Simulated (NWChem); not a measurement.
SiNH4OBr; SMILES N[SiH](O)Br

```xyz
8

Si    -0.0449    -1.0269    -0.3905
N      1.3149    -1.7426     0.3349
O     -1.3821    -1.5502     0.4271
Br    -0.1331     1.2293    -0.2900
H     -0.0209    -1.3459    -1.8378
H      2.1898    -1.8234    -0.1689
H      1.4478    -1.7262     1.3397
H     -2.0947    -0.9087     0.5086
```
Atoms are numbered in this order, from 1.

All runs: NWChem. Geometry: optimised at PBE0/def2-SVP. GIAO values for the isolated, static molecule; σ is the absolute isotropic shielding, δ = σ(reference) − σ with the isolated reference molecule computed at the same levels (1H: tetramethylsilane, 15N: ammonia, 29Si: tetramethylsilane). Spin-orbit effects, on the heavy nuclei and on their neighbours, are missing.

For level KT2/pcSseg-1:

| Property | Value |
|---|---|
| δ Si1 (ppm) | -16.6 |
| δ N2 (ppm) | 44.8 |

### Question
Estimate the same quantities for level PBE/pcSseg-1.

### Answer
| Property | Value |
|---|---|
| δ Si1 (ppm) | -17.9 |
| δ N2 (ppm) | 47.3 |
